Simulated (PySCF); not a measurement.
CH5ClFNSi, SMILES N[Si@@](Cl)(F)C. The structure is a stationary point at PBE-D3(BJ)/def2-SVP. The structure was generated by enumeration; whether it is a known compound was not checked. The values are those of a single conformer.

Computed equilibrium geometry at PBE-D3(BJ)/def2-SVP (PySCF confirms it by a frequency run) as bond lengths and angles (one conformer of several):
Atoms: C1 Si2 N3 F4 Cl5 H6 H7 H8 H9 H10. Bonded distances (Å): C1–Si2 1.860, C1–H6 1.107, C1–H7 1.110, C1–H8 1.108, Si2–N3 1.718, Si2–F4 1.644, Si2–Cl5 2.076, N3–H9 1.023, N3–H10 1.023. Bond angles (°): Si2–C1–H6 110.7, Si2–C1–H7 110.7, Si2–C1–H8 110.4, H6–C1–H7 108.5, H6–C1–H8 108.7, H7–C1–H8 107.8, C1–Si2–N3 111.9, C1–Si2–F4 107.5, C1–Si2–Cl5 112.0, N3–Si2–F4 113.5, N3–Si2–Cl5 106.7, F4–Si2–Cl5 105.1, Si2–N3–H9 119.6, Si2–N3–H10 119.6, H9–N3–H10 111.2.
Charge 0, spin multiplicity 1.
